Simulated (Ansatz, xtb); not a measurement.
# AlF2H2In: where a starting geometry ends

The starting geometry of this gas-phase singlet was built from a drawn formula by distance geometry; its bonds are those of `[F][AlH][InH][F]`.

```yaml
atoms:
  - { symbol: Al, position_ang: [-1.3899, -0.2298, -2.1572] }
  - { symbol: F, position_ang: [-2.3610, -0.2255, -0.6943] }
  - { symbol: F, position_ang: [2.3386, 1.8897, -2.9108] }
  - { symbol: In, position_ang: [1.2978, 0.5455, -2.2559] }
  - { symbol: H, position_ang: [-2.0499, -1.0666, -3.4478] }
  - { symbol: H, position_ang: [2.2039, -1.0937, -2.1475] }
```

Problem. Predict what it relaxes into with r2SCAN-D4/def2-SVP.

Solution. It keeps its bonds, and is `[F][AlH][InH][F]`.

The energy falls by 0.86 eV over 9 steps:

| step | E − E(last) (eV) |
| --- | --- |
| 1 | 0.861 |
| 2 | 0.274 |
| 3 | 0.132 |
| 4 | 0.057 |
| 5 | 0.022 |
| 6 | 0.004 |
| 7 | 0.001 |
| 8 | 0.001 |
| 9 | 0.000 |

Final geometry (Å):

```yaml
atoms:
  - { symbol: Al, position_ang: [-1.3571, -0.3117, -2.2661] }
  - { symbol: F, position_ang: [-2.0849, -0.0769, -0.7807] }
  - { symbol: F, position_ang: [1.7404, 1.7800, -2.9045] }
  - { symbol: In, position_ang: [1.2897, -0.0425, -2.2664] }
  - { symbol: H, position_ang: [-2.3156, -0.6573, -3.4802] }
  - { symbol: H, position_ang: [2.7669, -0.8721, -1.9155] }
```

From the same start GFN2-xTB ends elsewhere, differing in Al1–F3 (1.66 against 3.79 Å here), F3–In4 (3.28 against 1.98 Å here).

The end wasn't checked by frequencies. Atoms past krypton carry core potentials, without spin–orbit terms. Run with Ansatz 0.2.0, 17 s on 2 threads of Intel(R) Xeon(R) Platinum 8259CL CPU @ 2.50GHz (Skylake/Cascade Lake) (shared host).
